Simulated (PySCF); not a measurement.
Cartesian coordinates in Å; atom numbers follow the order of the lines, from 1:
```xyz
12

N    -0.0674    2.3916   -1.0668
C     0.2004    1.2973   -0.7961
C     0.6144   -0.0471   -0.4525
Si    2.3782   -0.0626    0.2980
Si    3.8381    1.1896   -1.0411
Cl    5.7537    0.7522   -0.3626
H     0.6082   -0.6749   -1.3585
H    -0.0970   -0.4921    0.2617
H     2.3276    0.5157    1.6731
H     2.8294   -1.4842    0.3709
H     3.6009    2.6537   -0.9111
H     3.7374    0.7875   -2.4743
```

Geometry: PBE0-D3(BJ)/def2-SVP; GIAO shifts from PySCF 2.14, gas phase, non-relativistic, averaged over equivalent atoms.

At B97-2/pcSseg-1 (153 basis functions, 14 s wall time on 1 thread of an Arm Neoverse V1, shared host):
```json
{"atoms": "N1", "δ (ppm)": "296.1"}
{"atoms": "C2", "δ (ppm)": "119.2"}
{"atoms": "C3", "δ (ppm)": "-3.4"}
{"atoms": "Si5", "δ (ppm)": "-20.2"}
{"atoms": "Si4", "δ (ppm)": "-59.9"}
{"atoms": "Cl6", "δ (ppm)": "-113.2"}
{"atoms": "H11/H12", "δ (ppm)": "5.32"}
{"atoms": "H9/H10", "δ (ppm)": "4.04"}
{"atoms": "H7/H8", "δ (ppm)": "1.61"}
```

Scale: NH3 for 15N (σ = 262.91 ppm); TMS for 13C (σ = 183.69 ppm), 29Si (σ = 357.41 ppm), 1H (σ = 31.38 ppm); 35Cl (σ = 937.79 ppm) vs HCl (reference shieldings calculated alike).

Task: Estimate the result of repeating the calculation with PBE0/pcSseg-1.

Result: 
| atoms | δ at PBE0/pcSseg-1 | change |
| --- | --- | --- |
| N1 | 305.4 | +9.3 |
| C2 | 122.1 | +2.9 |
| C3 | -4.0 | -0.6 |
| Si5 | -20.8 | -0.6 |
| Si4 | -62.4 | -2.5 |
| Cl6 | -111.8 | +1.4 |
| H11/H12 | 5.44 | +0.12 |
| H9/H10 | 4.13 | +0.09 |
| H7/H8 | 1.61 | +0.00 |

Shifts are taken against calculated references (same method and geometry level): NH3 for 15N (σref 265.67); 13C (σref 184.41) and 29Si (σref 351.99) and 1H (σref 31.27) against TMS; 35Cl (σref 943.27) against HCl.

The largest change is at N1 (nitrile nitrogen). Cost: 153 basis functions, 14 s wall time on 1 thread of an Arm Neoverse V1, shared host.

Experimental scales use liquid or dissolved standards, which lie at an offset from isolated NH3 (liquid NH3: subtract about 20 ppm). Unscaled 15N shifts of sp2 nitrogen come out 20 to 40 ppm too high even then.
